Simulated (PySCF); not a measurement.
C7H11F3.
InChI=1S/C7H11F3/c1-5(2)6(3)4-7(8,9)10/h4H2,1-3H3

Torsions of this conformer, `[CH3:1][C:2]([CH3:3])=[C:4]([CH3:5])[CH2:6][C:7]([F:8])([F:9])[F:10]`: C2–C4–C6–C7 93°, C4–C6–C7–F8 178°.

The closed-shell ground state was solved at several levels (PySCF, density fitting, gas phase, non-relativistic). The structure is a single PBE0-D3(BJ)/def2-SVP conformer in the gas phase; no vibrational or solvent corrections.

```
        level  basis functions  HOMO (eV)  LUMO (eV)  gap (eV)  dipole (D)
PBE0/pcSseg-1              225      -6.75       0.25      7.00        2.40
 PBE/pcSseg-1              225      -5.61      -0.70      4.91        2.21
```

Problem. Estimate the row for CAM-B3LYP/def2-SVPD, a basis of 297 functions; the other rows only guide the guess.

Solution. HOMO -8.08 eV, LUMO 1.07 eV, gap 9.15 eV, dipole 2.59 D.

Problem. Over all these levels, which gives the widest orbital gap and which the narrowest?

Solution. CAM-B3LYP/def2-SVPD (range-separated hybrid) has the widest, 9.15 eV, and PBE/pcSseg-1 (GGA) the narrowest, 4.91 eV. Functional and basis both differ between the two, so the spread mixes both effects.

Problem. How far do the dipole and the HOMO energy spread over the levels?

Solution. The dipole runs from 2.21 to 2.59 D (mean 2.40 D) and the HOMO from -8.08 to -5.61 eV.
